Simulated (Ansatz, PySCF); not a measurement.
Molecule: CH3Mg (charge +1, singlet). It need not be the lowest isomer of its formula. SMILES: [CH3][Mg+]
Geometry: optimised at B3LYP-D3(BJ)/def2-TZVP (Ansatz, an electronic-structure program).

Quantity: vertical electron affinity (to the doublet state of charge +0; a negative value means that the extra electron is unbound and the number depends on the basis; each state is the SCF solution reached for its spin; the molecule has degenerate orbitals, so one determinant may break the symmetry; for the singlet the Hartree-Fock reference is unstable and T1 is 0.011), in eV. Valence correlation only, unless marked. UHF or UKS for open shells. No spin-orbit coupling. Non-relativistic. Basis-set limits of correlation are two-point, X^-3; Hartree-Fock from the larger set.

| level | program | vertical electron affinity (eV) |
|---|---|---|
| M06-2X/def2-TZVPD | PySCF | [?] |
| wB97M-V/def2-TZVPD | Ansatz | 6.45 |
| wB97X-V/def2-TZVPD | Ansatz | 6.55 |
| CCSD(T)/CBS(def2-TZVPPD,def2-QZVPPD) | Ansatz | [?] |

Q: What belongs in the gaps?

A: 
- M06-2X/def2-TZVPD, vertical electron affinity (eV): 6.72
- CCSD(T)/CBS(def2-TZVPPD,def2-QZVPPD), vertical electron affinity (eV): 6.48
